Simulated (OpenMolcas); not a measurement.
An atom or ion with 31 electrons was computed by MS-RASPT2, IPEA 0.25 Eh, imaginary shift 0.1 Eh with spin-orbit coupling (OpenMolcas, ANO-RCC-VTZP, DKH2). The lowest levels that the run gave, each within 12 % of the measured value where one is at hand:

```json
{"J": "1/2", "Parity": "odd", "E (cm-1)": "0.0", "g": "0.666"}
{"J": "3/2", "Parity": "odd", "E (cm-1)": "5530", "g": "1.334"}
{"J": "1/2", "Parity": "even", "E (cm-1)": "90130", "g": "2.667"}
{"J": "3/2", "Parity": "even", "E (cm-1)": "92320", "g": "1.734"}
{"J": "5/2", "Parity": "even", "E (cm-1)": "95350", "g": "1.598"}
{"J": "3/2", "Parity": "even", "E (cm-1)": "121110", "g": "0.802"}
{"J": "5/2", "Parity": "even", "E (cm-1)": "121570", "g": "1.204"}
{"J": "1/2", "Parity": "even", "E (cm-1)": "150270", "g": "1.897"}
{"J": "1/2", "Parity": "even", "E (cm-1)": "160800", "g": "0.776"}
{"J": "3/2", "Parity": "even", "E (cm-1)": "163730", "g": "1.333"}
```

Question: Which ion is it, and what are the configurations and terms?

Answer: Br4+ (Z = 35, charge +4; active space 3 electrons in 9 orbitals (RAS2 4s 4p; RAS3 4d, at most 2 electrons)). J, parity and g give the terms where levels are pure, and mixed ones are named by the computed weights; the size of the splittings, set against known spectra of the 31-electron sequence, gives the charge. In order, with the measured energies in cm-1 (Moore, Atomic Energy Levels, vol. II, NSRDS-NBS 35 (1971 reprint of NBS Circular 467, 1952)): 4s2 4p 2P* 1/2, 4s2 4p 2P* 3/2 (6090), 4s 4p2 4P 1/2, 4s 4p2 4P 3/2, 4s 4p2 4P 5/2, 4s 4p2 2D 3/2 (122941), 4s 4p2 2D 5/2 (123628), 4s 4p2 2S 1/2, 4s 4p2 2P 1/2 (158158), 4s 4p2 2P 3/2 (161011).

Active for correlation alone: 4d; no level in the range computed is led by a configuration that fills it, so any true level of that kind is missing. Computed and measured levels are paired by configuration, term and J; levels that our copy of the source lacks, or whose pairing is in doubt (as where it misses far off the trend of its configuration), stay unpaired and out of the deviations. Levels of configurations outside the active space are missing.

* marks odd parity.
